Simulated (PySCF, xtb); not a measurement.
Si(F)(NHSiH3)2(Cl) (ClFH₈N₂Si₃), SMILES F[Si](Cl)(N[SiH3])N[SiH3].

GFN2-xTB run with xtb at its own geometry gives an orbital gap of 5.42 eV and a dipole moment of 2.80 D.

Geometry: PBE0-D3(BJ)/def2-SVP. One conformer was computed; it need not be the lowest.

Question: What does PBE/def2-TZVP in PySCF give? (The exact figures need the calculation; the answer reports its results.)

Answer: gap 5.68 eV (levels -6.66 and -0.98 eV), dipole 2.72 D.
